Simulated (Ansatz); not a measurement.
```yaml
crystal:
  periodic: [false, false, false]
  atoms:
    - {symbol: O, position_ang: [2.548514, 0.240051, 1.945041]}
    - {symbol: C, position_ang: [0.645700, 0.466998, 0.195320]}
    - {symbol: Si, position_ang: [-1.274399, -2.528920, -0.076599]}
    - {symbol: N, position_ang: [1.324957, 1.869791, -2.415921]}
    - {symbol: C, position_ang: [-0.066179, 2.849808, -0.810452]}
    - {symbol: F, position_ang: [-1.215563, 5.008415, -0.461400]}
    - {symbol: H, position_ang: [3.469407, 1.805420, 2.092745]}
    - {symbol: H, position_ang: [-2.466861, -3.109290, 2.394236]}
    - {symbol: H, position_ang: [-3.237864, -2.079937, -2.022831]}
    - {symbol: H, position_ang: [0.429133, -4.619279, -0.834468]}
basis:
  gaussian: {orbitals: aug-pcseg-2}
hamiltonian: {xc: {name: PBE}}
scf: {lower_state_search: light}
output: {forces: true}
```

```sh
$ ansatz run in.yaml --threads 4 --pin off --events-out ev --progress --plain --max-ram 10444MiB
```

Shortened log:

```
Functional definition: PBE
1556 factors; their error is unknown
mean field evaluation 1: about -16157.9936 eV, gradient 1.5e2 eV
mean field evaluation 2: about -15134.1578 eV, gradient 3.4e2 eV
mean field evaluation 4: about -15749.9531 eV, gradient 2.5e2 eV
mean field evaluation 8: about -16214.5419 eV, gradient 4.5e1 eV
mean field evaluation 16: about -16223.1189 eV, gradient 1.9e-2 eV
mean field -16223.11888919 eV, -596.1886227530 hartree, gradient 3.7e-6 eV, S^2 0.000000; 10 other end points of the search recorded, 0 dependent functions left out
reference -16223.11902891 eV, -596.1886278875 hartree; 27, 27 occupied and 345, 345 virtual orbitals, 1556 factors
Total energy: -16223.11902891 eV, -596.1886278875 hartree
Atom 0 at     2.548514     0.240051     1.945041 Å, force     0.507269     3.500712    -1.014458 eV/Å
Atom 1 at     0.645700     0.466998     0.195320 Å, force     1.066860     1.011203     0.191443 eV/Å
Atom 2 at    -1.274399    -2.528920    -0.076599 Å, force    -0.570692    -0.901131    -0.114150 eV/Å
Atom 3 at     1.324957     1.869791    -2.415921 Å, force    -2.370696     1.274311     3.263942 eV/Å
Atom 4 at    -0.066179     2.849808    -0.810452 Å, force     1.720685    -1.270778    -1.654720 eV/Å
Atom 5 at    -1.215563     5.008415    -0.461400 Å, force     0.867292    -1.548111    -0.351549 eV/Å
Atom 6 at     3.469407     1.805420     2.092745 Å, force    -2.079534    -3.385064    -0.459403 eV/Å
Atom 7 at    -2.466861    -3.109290     2.394236 Å, force     0.685401     0.356632    -1.375508 eV/Å
Atom 8 at    -3.237864    -2.079937    -2.022831 Å, force     1.109495    -0.229728     1.089994 eV/Å
Atom 9 at     0.429133    -4.619279    -0.834468 Å, force    -0.936080     1.191952     0.424408 eV/Å
Dipole moment:     0.014544    -1.608522     0.090149 e Å
```

What is wrong with this run?

The coordinates are in bohr but typed as ångström. The run converged. The result belongs to that input, not to the molecule as meant.
